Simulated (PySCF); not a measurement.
C₆H₇, SMILES [C]1=CCCC=C1 (connectivity only; charge and spin as stated), charge +1, multiplicity 1.

Coordinates come from a ωB97X-D3(BJ)/def2-SVP optimisation. The spin state was assumed, not searched. The isomer is the one that the SMILES or the coordinates give; other isomers of the formula were not compared. Other conformers were not sampled.

Vertical ionisation energy (IE) and electron affinity (EA) in eV. Rows of orbital energies are one-electron estimates. Where ΔSCF, EOM or ADC give a negative EA the extra electron is unbound and the value depends on the basis.

| level | IE | EA |
|---|---|---|
| −ε(HOMO), −ε(LUMO), PBE0/def2-TZVP (PySCF) | 12.78 | 8.73 |
| −ε(HOMO), −ε(LUMO), PBE/def2-TZVP (PySCF) | 11.71 | 9.71 |
